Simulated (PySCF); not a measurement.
SeF4, SMILES F[Se](F)(F)F. Atoms are numbered in the order given.

```xyz
5

Se     0.0000     0.0000    -0.3265
F      0.0000     1.7822    -0.1627
F      1.3241     0.0000     0.7794
F      0.0000    -1.7822    -0.1627
F     -1.3241     0.0000     0.7794
```
Charge 0, spin multiplicity 1.

Coordinates come from a TPSSh-D3(BJ)/def2-SVP optimisation. The isomer is the one that the SMILES or the coordinates give; other isomers of the formula were not compared.

Method: B3LYP/pcSseg-1 (PySCF).

GIAO shieldings, no solvent; atoms listed in one row are averaged. δ = σ(ref) − σ: ⁷⁷Se against Me2Se (σ = 1647.9 ppm); ¹⁹F against CFCl3 (σ = 161.7 ppm), references at their B3LYP-D3(BJ)/def2-TZVP geometries, non-relativistic.

Computed chemical shifts:
| nucleus | atoms | count | δ (ppm) |
|---|---|---|---|
| ⁷⁷Se | Se1 | 1 | 1209.2 |
| ¹⁹F | F4, F2 | 2 | 96.2 |
| ¹⁹F | F3, F5 | 2 | 65.2 |
